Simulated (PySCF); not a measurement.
Sn(OH)(SH) (H₂OSSn), SMILES [OH][Sn][SH] (connectivity only; charge and spin as stated), neutral, multiplicity 1. The structure is a stationary point at PBE0-D3(BJ)/def2-TZVP. The def2 effective core potentials stand for the cores of Sn; spin–orbit coupling is left out. The values are those of a single conformer.

These are PBE0-D3(BJ)/def2-TZVP in PySCF values and carry that method's errors.

Harmonic wavenumbers (cm⁻¹): 153, 255, 328, 398, 604, 616, 757, 2711, 3878. Rotational constants (GHz): 8.639, 3.015, 2.235; symmetry number 1.

Work out the zero-point energy and the ideal-gas rigid-rotor harmonic-oscillator thermochemistry at 298.15 K and 1 atm.

ZPE = ½ Σ hcν = ½ × 9699 cm⁻¹ = 58.02 kJ/mol. H − E(el) = 73.75 kJ/mol. Entropy in J/(mol K): translation 172.71, rotation 109.27, vibration 32.17, total 314.15. G − E(el) = -19.91 kJ/mol. Cp = 72.99 J/(mol K).
